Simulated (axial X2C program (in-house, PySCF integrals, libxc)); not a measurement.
**CaH⁺: from Re and ωe to a spectrum**

A bond curve at the CCSD(T) level, two-component, was computed with an axial X2C code built on PySCF integrals (basis Ca dyall-cv3z [11s12p6d4f], H dyall-v3z [6s2p1d] (cores contracted in-house)) for the state Ω = 0 (closed shell). Its fit gives Re = 1.9044 Å, ωe = 1496.8 cm⁻¹, ωexe = 20.3 cm⁻¹ and αe = 9.498e-02 cm⁻¹; the masses are 39.9626 and 1.0078 u. Two-component means X2C with spin–orbit coupling and atomic mean-field Coulomb and Gaunt terms.

Correlated methods: 10 electrons correlated (number of frozen shells: Ca 2 s, 1 p; H none), 184 virtual spin orbitals or spinors in MP2, 90 natural virtuals in coupled cluster.

(1) Find the reduced mass, Be and the force constant.

(2) Give B0, the J = 1←0 line in GHz and the most populated J at 300 K (kT = 208.5 cm⁻¹).

(3) A Morse curve ties αe to the other constants (Pekeris). How well does that hold?

(4) Estimate the centrifugal constant by the Kratzer relation.

(5) Estimate De from a Morse curve and compare with the computed well depth of 2.154 eV to Ca+ + H.

Occupations by symmetry block were frozen at the best pattern of an incomplete PBE0 search. De is counted from the lowest determinant-based energies of the atoms at the same level, without counterpoise correction. CCSD and (T) use frozen natural virtuals with an MP2 correction for the truncation; (T) itself is uncorrected, so its De runs slightly low.

Results:

(1) From the CCSD(T) values: μ = 0.9830 u. Be = 16.8576/(μ Re²) = 4.728 cm⁻¹. k = 5.8918×10⁻⁷ μ ωe² = 1.3 mdyn/Å.

(2) B0 = Be − αe/2 = 4.681 cm⁻¹; 2B0 = 280.7 GHz; J(max) ≈ √(kT/2B0) − 1/2 = 4.2, so J = 4.

(3) αe(Morse) = 6Be²/ωe × (√(ωexe/Be) − 1) = 9.608e-02 cm⁻¹; the CCSD(T) curve gives 9.498e-02 cm⁻¹, a ratio of 1.01.

(4) D = 4Be³/ωe² = 1.89e-04 cm⁻¹.

(5) De(Morse) = ωe²/(4ωexe) = 3.421 eV against 2.154 eV computed, a ratio of 1.59. The extrapolation overshoots: the well softens faster than a Morse curve, or the lowest atomic limit lies below the one to which the curve heads.
